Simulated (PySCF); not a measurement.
# Radial density of Xe⁺ (xenon, charge +1)

UHF, [Kr] 4d10 5s2 5p5, 2P determinant. Calculation: PySCF 2.14, in aug-cc-pVQZ-DK3 (9s8p6d3f2g, 102 functions); scalar relativity by spin-free X2C-1e.

```tsv
r (bohr)	4πr²ρ (e/bohr)	4πr²(ρα − ρβ)
0.0248	66.64	0.0083
0.0418	62.52	0.0219
0.0703	88.05	0.0220
0.118	75.43	-0.0062
0.199	72.48	0.0440
0.335	52.39	0.0022
0.563	27.15	0.1174
0.946	19.20	-0.0116
1.59	5.749	0.5520
2.68	2.159	0.3412
4.50	0.1087	0.0144
7.58	0.0002695	0.0000
```

Densities and radii are taken from the X2C orbitals without a picture-change correction, which distorts them close to the nucleus.

Task: Where is the radial spin density 4πr²(ρα − ρβ) most negative, and why is it negative at all?

Result: Around r = 0.946 bohr, down to -0.0116 e/bohr: exchange with the open shell polarises the paired shells in an unrestricted calculation.
